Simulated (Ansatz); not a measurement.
Reaction (formal exchange of groups at a B–C bond): `OBCCCl` + `CC(C)[TeH]` → `OB[TeH]` + `CC(C)CCCl`

Computed with Ansatz on PBE0-D4/def2-TZVP structures; ΔE is electronic, products minus reactants. CBS: MP2 limit from def2 TZ/QZ plus the TZ coupled-cluster correction, frozen cores. DFT in def2-TZVPP. Elements past krypton have def2 core potentials. For Te outer-core shells are correlated without core-valence functions, which leaves a few kJ/mol of doubt a bond. One conformer a species, not always the lowest.

```tsv
level	ΔE (kJ/mol)
PBE-D4	-44.1
HF/CBS(def2)	-40.8
```

Task: What does CCSD(T)/CBS give? (Best estimate.)

Result: The calculation gave: -40.9 kJ/mol. The listed levels differ from it by -3.2, 0.1 kJ/mol.

Largest T1 diagnostic among the species: 0.013.
